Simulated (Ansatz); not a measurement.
AlGe₁₉PH₃₂, a doped nanocrystal cut from the lattice of germanium (Al and P 4.0 A apart), 53 atoms. Hardware: 11 threads of AMD EPYC 7R13 on a shared host and a whole NVIDIA H100 80GB HBM3.

Single mean-field runs in def2-SVP, def2-TZVP are fitted with def2-universal-jkfit.

Question: How many basis functions does each of these Ansatz runs have, and roughly what does it cost? PBE-D4/def2-TZVP, charge 0 triplet at the geometry of the charge 0 singlet, energy, from earlier orbitals; PBE0-D4/def2-TZVP, charge -1 doublet at the geometry of the charge 0 singlet, energy; PBE-D4/def2-SVP, charge 0 singlet, energy, from earlier orbitals; PBE-D4/def2-TZVP, charge -1 doublet at the geometry of the charge 0 singlet, energy, from earlier orbitals; PBE0-D4/def2-TZVP, charge 0 triplet at the geometry of the charge 0 singlet, energy; PBE0-D4/def2-TZVP, charge 1 doublet at the geometry of the charge 0 singlet, energy; PBE0-D4/def2-SVP, charge 0 singlet, energy, from earlier orbitals; HF/def2-TZVP, charge 1 doublet at the geometry of the charge 0 singlet, energy, from earlier orbitals; PBE0-D4/def2-TZVP, charge 0 singlet, energy, from earlier orbitals; PBE-D4/def2-SVP, charge 0 singlet, relaxation, 11 steps; PBE-D4/def2-TZVP, charge 1 doublet at the geometry of the charge 0 singlet, energy, from earlier orbitals; HF/def2-TZVP, charge 0 singlet, energy, from earlier orbitals.

Answer: Other jobs shared the machine, so times can vary by a factor of up to 3.

```tsv
run	functions	fitting or Cholesky vectors	wall time	peak host memory (GiB)
PBE-D4/def2-SVP, charge 0 singlet, energy, from earlier orbitals	804	5886	17 s	1.5
PBE0-D4/def2-SVP, charge 0 singlet, energy, from earlier orbitals	804	5886	21 s	1.5
PBE-D4/def2-TZVP, charge -1 doublet at the geometry of the charge 0 singlet, energy, from earlier orbitals	1178	5886	28 s	2.1
PBE-D4/def2-TZVP, charge 1 doublet at the geometry of the charge 0 singlet, energy, from earlier orbitals	1178	5886	30 s	2.1
PBE-D4/def2-TZVP, charge 0 triplet at the geometry of the charge 0 singlet, energy, from earlier orbitals	1178	5886	36 s	2.1
PBE0-D4/def2-TZVP, charge 0 singlet, energy, from earlier orbitals	1178	5886	41 s	1.6
HF/def2-TZVP, charge 1 doublet at the geometry of the charge 0 singlet, energy, from earlier orbitals	1178	5886	46 s	1.6
PBE0-D4/def2-TZVP, charge -1 doublet at the geometry of the charge 0 singlet, energy	1178	5886	48 s	2.2
HF/def2-TZVP, charge 0 singlet, energy, from earlier orbitals	1178	5886	56 s	1.5
PBE0-D4/def2-TZVP, charge 0 triplet at the geometry of the charge 0 singlet, energy	1178	5886	62 s	2.3
PBE0-D4/def2-TZVP, charge 1 doublet at the geometry of the charge 0 singlet, energy	1178	5886	75 s	2.2
PBE-D4/def2-SVP, charge 0 singlet, relaxation, 11 steps	804	5886	81 s	1.6
```
